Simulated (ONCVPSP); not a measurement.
# Reading a pseudo-wave (Sn)

Columns: radius, all-electron u(r) and pseudo u(r) of the 4p shell (level -91.24 eV) of tin in the configuration [Ar] 3d10 4s2 4p6 4d10 5s1 5p3; PBE, scalar-relativistic, ONCV scheme, ONCVPSP 4.0.1.

| r (bohr) | all-electron | pseudo |
| --- | --- | --- |
| 0.085 | 0.3751 | 0.0335 |
| 0.170 | -0.3691 | 0.1295 |
| 0.255 | -0.6716 | 0.2769 |
| 0.340 | -0.3905 | 0.4579 |
| 0.425 | 0.1185 | 0.6512 |
| 0.510 | 0.5988 | 0.8344 |
| 0.595 | 0.9464 | 0.9879 |
| 0.680 | 1.1458 | 1.0974 |
| 0.765 | 1.2198 | 1.1551 |
| 0.850 | 1.2044 | 1.1607 |
| 0.935 | 1.1319 | 1.1190 |
| 1.020 | 1.0282 | 1.0398 |
| 1.105 | 0.9114 | 0.9349 |
| 1.190 | 0.7934 | 0.8174 |
| 1.275 | 0.6813 | 0.6990 |
| 1.360 | 0.5788 | 0.5885 |
| 1.445 | 0.4876 | 0.4913 |
| 1.530 | 0.4080 | 0.4087 |
| 1.615 | 0.3396 | 0.3395 |
| 1.700 | 0.2813 | 0.2812 |
| 1.785 | 0.2322 | 0.2321 |
| 1.870 | 0.1911 | 0.1910 |
| 1.955 | 0.1569 | 0.1568 |
| 2.040 | 0.1285 | 0.1284 |
| 2.125 | 0.1051 | 0.1050 |
| 2.210 | 0.0858 | 0.0857 |

Q: How many radial nodes do the two functions have?

A: The all-electron 4p function has n − l − 1 = 2; the pseudo-wave has 0, since the states of the same l below it are removed with the core.

Q: At about which radius was the pseudo-wave matched?

A: 1.70 bohr, where the columns begin to agree (steps of 0.09 bohr).

Q: Where does each function peak?

A: Outermost all-electron maximum near 0.77 bohr, pseudo maximum near 0.85 bohr (to the table’s step).

Q: Is the pseudo-wave norm-conserving?

A: Yes: the ONCV scheme keeps the norm inside the radius equal to the all-electron one, which fixes the energy derivative of the logarithmic derivative at the level.
